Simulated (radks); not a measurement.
Polarisability of the lanthanum ion La+, [Xe] 5d2, at imaginary frequency. All-electron calculation, non-relativistic Kohn-Sham, PBE, spin-unpolarised, spherical densities, point nucleus; relativity is left out, which matters for an element this heavy. Program: a radial shooting solver on a logarithmic mesh with Libxc functionals. Response by self-consistent Sternheimer equations with the Hartree and adiabatic LDA kernel.

w (hartree),alpha1(iw) (bohr^3)
0.00266,44.82
0.0143,44.38
0.0360,42.22
0.0697,37.15
0.118,30.31
0.186,23.84
0.280,18.42
0.413,13.89
0.605,10.03
0.892,6.743
1.35,4.089
2.12,2.195
3.59,1.024
6.94,0.3755
17.5,0.08236

Static values: alpha1 = 44.83 bohr^3 (6.643 angstrom^3; uncoupled 56.30). C6 = 356.9, triple-dipole C9 = 9903 atomic units. One-pole (London) frequency 4 C6 / (3 alpha1^2) = 0.237 hartree, against 0.274 for minus the highest occupied eigenvalue.
